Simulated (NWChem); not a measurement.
C$_{2}$H$_{6}$N, doublet; SMILES CC[NH]

```xyz
9

C      0.2529    -1.2027     0.0000
C     -0.4953     0.1167     0.0000
N      0.3825     1.2443     0.0000
H     -0.4399    -2.0576     0.0000
H      0.8985    -1.2794     0.8876
H      0.8985    -1.2794    -0.8876
H     -1.1825     0.1697    -0.8740
H     -1.1825     0.1697     0.8740
H     -0.2153     2.0830     0.0000
```
Atoms are numbered in this order, from 1.

All runs: NWChem. Pople sets run with spherical d functions. Spin-unrestricted. In the optimisation the excess spin sits in a" (Cs, its own frame). Coordinates come from a PBE0/def2-SVP, spin-unrestricted optimisation. No stability test was run on the SCF state. Vertical excitations in the gas phase; the lowest state need not have the same character in each row. Excited states of an open shell can be spin-contaminated.

| level | lowest excitation (eV) | oscillator strength of that lowest state | lowest empty minus highest occupied level, either spin (eV) |
|---|---|---|---|
| PBE/6-31G*, TDA | 2.45 | 0.001 | 2.42 |
| B3LYP/6-31G*, TDA | 2.39 | 0.001 | 4.89 |
| LRC-wPBEh/6-31G*, TDA | 2.45 | 0.001 | (withheld) |
| CAM-B3LYP/6-31G*, TDA | 2.34 | 0.001 | 8.32 |

Question: Complete the blanks.

Answer: 
- LRC-wPBEh/6-31G*, TDA, lowest empty minus highest occupied level, either spin (eV): 9.42
